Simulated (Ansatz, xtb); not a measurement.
System: RbI (charge 0, singlet). SMILES: [Rb][I]
Coordinates optimised at B3LYP-D3(BJ)/def2-TZVP (Ansatz, a quantum-chemistry and plane-wave program):
```
Rb
I 1 3.2609
```
Charge 0, spin multiplicity 1.

Harmonic wavenumbers from GFN2-xTB (xtb, at its own minimum), cm⁻¹: 141.

Give the harmonic wavenumbers at B3LYP-D3(BJ)/def2-TZVP (Ansatz, finite differences of forces, unscaled).

130 cm⁻¹. Zero-point energy 0.2 kcal/mol.

From these and the geometry, give the ideal-gas thermochemistry at 298.15 K and 1 atm (rigid rotor, harmonic oscillator).

Point group C∞v, rotational symmetry number 1. Rotational constants 0.9306, 0.9306 GHz. S(trans) 41.96, S(rot) 19.49, S(vib) 2.94, S(elec, spin only) 0.00, S 64.4 cal/(mol K). H(298) - H(0) 2.50 kcal/mol; G - E(el) -16.5 kcal/mol.
